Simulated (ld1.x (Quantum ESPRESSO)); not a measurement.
Cs (Z = 55): TM pseudisation with PBE, fully relativistic reference atom.

The input file (ld1.x (Quantum ESPRESSO) 7.5):

```
&input
   title='Cs', zed=55., rel=2, dft='PBE', iswitch=3,
   config='[Xe] 5d0 6s1 6p0', rel_dist='average',
   nld=5, rlderiv=4.55, eminld=-2.0, emaxld=5.0, deld=0.02
 /
 &inputp
   pseudotype=2, tm=.true., lloc=2,
   nlcc=.true., new_core_ps=.true.,
   file_pseudopw='Cs.UPF', file_wfcaegen='ae.wfc', file_wfcncgen='nc.wfc', file_beta='beta', file_chi='chi'
 /
3
6S  1  0   1.00   0.00  3.40  3.40  0.0
6P  2  1   0.00   0.00  3.50  3.50  0.0
5D  3  2   0.00   0.00  4.20  4.20  0.0
 &test
   configts(1)='5d0 6s1 6p0'
 /
```

Command:

```bash
ld1.x < Cs.in > Cs.out
```

Resulting log (shortened: banner, matrices, multipoles, cross overlaps and the repeated all-electron block are left out):

```
Program LD1 v.7.5
     --------------------------- All-electron run ----------------------------

     Cs
     dirac relativistic calculation

     atomic number is 55.00
     dft =PBE   lsd =0 sic =0 latt =0  beta=0.20 tr2=1.0E-14
     Exchange-correlation= PBE
                           (   1   4   3   4   0   0   0)
     mesh =1251 r(mesh) = 101.25750 a.u. xmin = -7.00 dx = 0.01250
     1 Ry =  13.60569312 eV, c = 137.03599908

     n l j   nl                  e(Ry)          e(Ha)          e(eV)
     Spin orbit split results
     1 0 0.5 1S 1( 2.00)     -2629.1839     -1314.5919    -35771.8693
     2 0 0.5 2S 1( 2.00)      -412.2572      -206.1286     -5609.0447
     2 1 0.5 2P 1( 2.00)      -387.8199      -193.9099     -5276.5583
     2 1 1.5 2P 1( 4.00)      -361.9281      -180.9641     -4924.2831
     3 0 0.5 3S 1( 2.00)       -85.7073       -42.8536     -1166.1068
     3 1 0.5 3P 1( 2.00)       -75.5039       -37.7519     -1027.2823
     3 1 1.5 3P 1( 4.00)       -70.5420       -35.2710      -959.7728
     4 0 0.5 4S 1( 2.00)       -16.1729        -8.0864      -220.0432
     4 1 0.5 4P 1( 2.00)       -12.5120        -6.2560      -170.2348
     4 1 1.5 4P 1( 4.00)       -11.5001        -5.7500      -156.4665
     3 2 1.5 3D 1( 4.00)       -52.6227       -26.3114      -715.9687
     3 2 2.5 3D 1( 6.00)       -51.5694       -25.7847      -701.6375
     5 0 0.5 5S 1( 2.00)        -1.9622        -0.9811       -26.6969
     5 1 0.5 5P 1( 2.00)        -1.0761        -0.5381       -14.6412
     5 1 1.5 5P 1( 4.00)        -0.9564        -0.4782       -13.0121
     4 2 1.5 4D 1( 4.00)        -5.5503        -2.7751       -75.5150
     4 2 2.5 4D 1( 6.00)        -5.3823        -2.6912       -73.2306
     5 2 1.5 5D 1( 0.00)        -0.0299        -0.0149        -0.4065
     5 2 2.5 5D 1( 0.00)        -0.0272        -0.0136        -0.3699
     6 0 0.5 6S 1( 1.00)        -0.1533        -0.0767        -2.0860
     6 1 0.5 6P 1( 0.00)        -0.0578        -0.0289        -0.7862
     6 1 1.5 6P 1( 0.00)        -0.0528        -0.0264        -0.7179
     Averaged results
     1 0     1S 1( 2.00)     -2629.1839     -1314.5919    -35771.8693
     2 0     2S 1( 2.00)      -412.2572      -206.1286     -5609.0447
     2 1     2P 1( 6.00)      -370.5587      -185.2794     -5041.7081
     3 0     3S 1( 2.00)       -85.7073       -42.8536     -1166.1068
     3 1     3P 1( 6.00)       -72.1960       -36.0980      -982.2760
     4 0     4S 1( 2.00)       -16.1729        -8.0864      -220.0432
     4 1     4P 1( 6.00)       -11.8374        -5.9187      -161.0559
     3 2     3D 1(10.00)       -51.9907       -25.9954      -707.3700
     5 0     5S 1( 2.00)        -1.9622        -0.9811       -26.6969
     5 1     5P 1( 6.00)        -0.9963        -0.4981       -13.5551
     4 2     4D 1(10.00)        -5.4495        -2.7248       -74.1444
     5 2     5D 1( 0.00)        -0.0283        -0.0141        -0.3846
     6 0     6S 1( 1.00)        -0.1533        -0.0767        -2.0860
     6 1     6P 1( 0.00)        -0.0544        -0.0272        -0.7407

     final scf error:  7.2E-15 reached in  27 iterations

     Etot =  -15580.559239 Ry,   -7790.279620 Ha, -211984.307695 eV

     Ekin =   16593.018021 Ry,    8296.509010 Ha,  225759.511175 eV
     Encl =  -37887.908762 Ry,  -18943.954381 Ha, -515491.259693 eV
     Eh   =    6099.687902 Ry,    3049.843951 Ha,   82990.481734 eV
     Exc  =    -385.356399 Ry,    -192.678200 Ha,   -5243.040911 eV

     normalization and overlap integrals

     s(1S/1S) =  1.000000  <r> =   0.0261  <r2> =    0.0009  r(max) =   0.0169
     s(2S/2S) =  1.000000  <r> =   0.1117  <r2> =    0.0148  r(max) =   0.0947
     s(2P/2P) =  1.000000  <r> =   0.0940  <r2> =    0.0109  r(max) =   0.0728
     s(2P/2P) =  1.000000  <r> =   0.0999  <r2> =    0.0122  r(max) =   0.0775
     s(3S/3S) =  1.000000  <r> =   0.2987  <r2> =    0.1021  r(max) =   0.2739
     s(3P/3P) =  1.000000  <r> =   0.2887  <r2> =    0.0969  r(max) =   0.2606
     s(3P/3P) =  1.000000  <r> =   0.3005  <r2> =    0.1047  r(max) =   0.2705
     s(4S/4S) =  1.000000  <r> =   0.6947  <r2> =    0.5450  r(max) =   0.6409
     s(4P/4P) =  1.000000  <r> =   0.7207  <r2> =    0.5912  r(max) =   0.6572
     s(4P/4P) =  1.000000  <r> =   0.7481  <r2> =    0.6370  r(max) =   0.6823
     s(3D/3D) =  1.000000  <r> =   0.2714  <r2> =    0.0871  r(max) =   0.2187
     s(3D/3D) =  1.000000  <r> =   0.2751  <r2> =    0.0894  r(max) =   0.2215
     s(5S/5S) =  1.000000  <r> =   1.7421  <r2> =    3.4227  r(max) =   1.5375
     s(5P/5P) =  1.000000  <r> =   2.0218  <r2> =    4.6667  r(max) =   1.7206
     s(5P/5P) =  1.000000  <r> =   2.1194  <r2> =    5.1345  r(max) =   1.8088
     s(4D/4D) =  1.000000  <r> =   0.8307  <r2> =    0.8039  r(max) =   0.7172
     s(4D/4D) =  1.000000  <r> =   0.8411  <r2> =    0.8241  r(max) =   0.7263
     s(5D/5D) =  1.000000  <r> =   6.0854  <r2> =   48.3300  r(max) =   3.3793
     s(5D/5D) =  1.000000  <r> =   6.3165  <r2> =   51.9467  r(max) =   3.5972
     s(6S/6S) =  1.000000  <r> =   5.6903  <r2> =   36.9659  r(max) =   4.7954
     s(6P/6P) =  1.000000  <r> =   7.8863  <r2> =   71.3531  r(max) =   6.4732
     s(6P/6P) =  1.000000  <r> =   8.1957  <r2> =   76.9625  r(max) =   6.8051

     ------------------------ End of All-electron run ------------------------

     --------------------- Generating NC pseudopotential ---------------------

      Generating local pot.: lloc=2, j= 1.50, matching radius rcloc =   4.2000

      Generating local pot.: lloc=2, j= 2.50, matching radius rcloc =   4.2000

      Computing core charge for nlcc:

       r > 3.78 : true rho core
      Core charge pseudized with two Bessel functions
      Integrated core pseudo-charge :   5.03

     Fully relativistic calculation: |psi|^2

     Wfc 6S LC norm =  0.99998680 SC norm =  0.00001232 missing  0.00000088

     Wfc 6P LC norm =  0.99999378 SC norm =  0.00000597 missing  0.00000025

     Wfc 6P LC norm =  0.99999418 SC norm =  0.00000469 missing  0.00000113

      Wfc   6S  rcut= 3.379  Using Troullier-Martins method

      Wfc   6P  rcut= 3.465  Using Troullier-Martins method

      Wfc   6P  rcut= 3.465  Using Troullier-Martins method

     ------------------- End of pseudopotential generation -------------------

     Computing logarithmic derivative in   4.53324
     Computing logarithmic derivative in   4.53324
     Computing the partial wave expansion
     R is outside the sphere for l=    0 j= 0.50
     R is outside the sphere for l=    1 j= 0.50
     R is outside the sphere for l=    1 j= 1.50
       no projector for channel:   2
       no projector for channel:   2

     ---------------------- Testing the pseudopotential ----------------------

     Cs
     dirac relativistic calculation

     atomic number is 55.00   valence charge is  1.00
     dft =PBE   lsd =0 sic =0 latt =0  beta=0.20 tr2=1.0E-14
     mesh =1251 r(mesh) = 101.25750 xmin = -7.00 dx = 0.01250

     n l  j  nl             e AE (Ry)       e PS (Ry)    De AE-PS (Ry)
     3 2 1.5 5D   1( 0.00)       -0.02988       -0.02825       -0.00162
     3 2 2.5 5D   1( 0.00)       -0.02719       -0.02825        0.00106
     1 0 0.5 6S   1( 1.00)       -0.15332       -0.15331       -0.00000
     2 1 0.5 6P   1( 0.00)       -0.05779       -0.05779       -0.00000
     2 1 1.5 6P   1( 0.00)       -0.05276       -0.05276       -0.00000

     eps = 5.5E-17  iter =  4

     Etot =  -15580.559239 Ry,   -7790.279620 Ha, -211984.307695 eV
     Etotps =    -3.302480 Ry,      -1.651240 Ha,     -44.932531 eV

     Ekin =       0.088301 Ry,       0.044151 Ha,       1.201402 eV
     Encl =      -0.438092 Ry,      -0.219046 Ha,      -5.960543 eV
     Ehrt =       0.158501 Ry,       0.079251 Ha,       2.156518 eV
     Ecxc =      -3.237162 Ry,      -1.618581 Ha,     -44.043833 eV
     (Ecc =      -3.017218 Ry,      -1.508609 Ha,     -41.051344 eV)
     Epseu=       0.125971 Ry,       0.062986 Ha,       1.713926 eV

     ---------------------- End of pseudopotential test ----------------------
```

Note: ghost states, extra bound levels that the all-electron valence spectrum of the same l lacks: p1/2 at -236.3 eV, p3/2 at -62.3 eV, s at -7.0 eV. A true bound ghost makes a file unfit for plane-wave use.

Generation and configuration tests took about 1.2 s on one core of a shared server CPU.

Transferability test of the new file with ld1.x, input:

```
&input
   title='Cs', zed=55., rel=2, dft='PBE', iswitch=2,
   config='[Xe] 5d0 6s1 6p0', rel_dist='average'
 /
 &test
   file_pseudo='Cs.UPF', nconf=5,
   configts(1)='5d0 6s1 6p0',
   configts(2)='5d0 6s0.5 6p0',
   configts(3)='5d0 6s0 6p1',
   configts(4)='5d1 6s0 6p0',
   configts(5)='5d0.5 6s0.5 6p0'
 /
```

```bash
ld1.x < Cs.test.in > Cs.test.out
```

Pseudopotential blocks of its output, shortened (energy terms left out; the distinct warnings before each block abridged to one line each):

```
     ---------------------- Testing the pseudopotential ----------------------

     n l  j  nl             e AE (Ry)       e PS (Ry)    De AE-PS (Ry)
     3 2 1.5 5D   1( 0.00)       -0.02988       -0.02825       -0.00162
     3 2 2.5 5D   1( 0.00)       -0.02719       -0.02825        0.00106
     1 0 0.5 6S   1( 1.00)       -0.15332       -0.15331       -0.00000
     2 1 0.5 6P   1( 0.00)       -0.05779       -0.05779       -0.00000
     2 1 1.5 6P   1( 0.00)       -0.05276       -0.05276       -0.00000

     eps = 6.1E-17  iter =  4

     Etot =  -15580.559239 Ry,   -7790.279620 Ha, -211984.307695 eV
     Etotps =    -3.302480 Ry,      -1.651240 Ha,     -44.932531 eV

     ---------------------- End of pseudopotential test ----------------------

          Warning: n=2, l=1 expected 0 nodes, found 1
     ---------------------- Testing the pseudopotential ----------------------

     n l  j  nl             e AE (Ry)       e PS (Ry)    De AE-PS (Ry)
     3 2 1.5 5D   1( 0.00)       -0.16719       -0.16657       -0.00063
     3 2 2.5 5D   1( 0.00)       -0.16247       -0.16657        0.00410
     1 0 0.5 6S   1( 0.50)       -0.28172       -0.28288        0.00116
     2 1 0.5 6P   1( 0.00)       -0.16237       -0.16683        0.00447
     2 1 1.5 6P   1( 0.00)       -0.15445       -0.17895        0.02450  !

     eps = 7.5E-15  iter =  5

     Etot =  -15580.451162 Ry,   -7790.225581 Ha, -211982.837233 eV
     Etotps =    -3.194134 Ry,      -1.597067 Ha,     -43.458412 eV
     dEtot_ae =       0.108077 Ry
     dEtot_ps =       0.108346 Ry,   Delta E=      -0.000269 Ry

     ---------------------- End of pseudopotential test ----------------------

          ---------------------- Testing the pseudopotential ----------------------

     n l  j  nl             e AE (Ry)       e PS (Ry)    De AE-PS (Ry)
     3 2 1.5 5D   1( 0.00)       -0.08351       -0.07667       -0.00684  !
     3 2 2.5 5D   1( 0.00)       -0.07966       -0.07667       -0.00299
     1 0 0.5 6S   1( 0.00)       -0.19821       -0.19469       -0.00352
     2 1 0.5 6P   1( 0.33)       -0.09882       -0.09663       -0.00218
     2 1 1.5 6P   1( 0.67)       -0.09349       -0.09160       -0.00189

     eps = 1.0E-14  iter = 18

     Etot =  -15580.458666 Ry,   -7790.229333 Ha, -211982.939320 eV
     Etotps =    -3.202274 Ry,      -1.601137 Ha,     -43.569159 eV
     dEtot_ae =       0.100574 Ry
     dEtot_ps =       0.100206 Ry,   Delta E=       0.000368 Ry

     ---------------------- End of pseudopotential test ----------------------

          ---------------------- Testing the pseudopotential ----------------------

     n l  j  nl             e AE (Ry)       e PS (Ry)    De AE-PS (Ry)
     3 2 1.5 5D   1( 0.40)       -0.04388       -0.04309       -0.00079
     3 2 2.5 5D   1( 0.60)       -0.04142       -0.04309        0.00167
     1 0 0.5 6S   1( 0.00)       -0.16293       -0.16389        0.00095
     2 1 0.5 6P   1( 0.00)       -0.07224       -0.07308        0.00084
     2 1 1.5 6P   1( 0.00)       -0.06801       -0.06883        0.00082

     eps = 9.2E-15  iter = 11

     Etot =  -15580.436379 Ry,   -7790.218189 Ha, -211982.636093 eV
     Etotps =    -3.179486 Ry,      -1.589743 Ha,     -43.259109 eV
     dEtot_ae =       0.122860 Ry
     dEtot_ps =       0.122994 Ry,   Delta E=      -0.000134 Ry

     ---------------------- End of pseudopotential test ----------------------

          ---------------------- Testing the pseudopotential ----------------------

     n l  j  nl             e AE (Ry)       e PS (Ry)    De AE-PS (Ry)
     3 2 1.5 5D   1( 0.20)       -0.03594       -0.03474       -0.00119
     3 2 2.5 5D   1( 0.30)       -0.03342       -0.03474        0.00133
     1 0 0.5 6S   1( 0.50)       -0.15734       -0.15781        0.00046
     2 1 0.5 6P   1( 0.00)       -0.06423       -0.06467        0.00044
     2 1 1.5 6P   1( 0.00)       -0.05964       -0.06007        0.00043

     eps = 2.0E-16  iter =  9

     Etot =  -15580.497294 Ry,   -7790.248647 Ha, -211983.464883 eV
     Etotps =    -3.240492 Ry,      -1.620246 Ha,     -44.089143 eV
     dEtot_ae =       0.061945 Ry
     dEtot_ps =       0.061988 Ry,   Delta E=      -0.000042 Ry

     ---------------------- End of pseudopotential test ----------------------
```
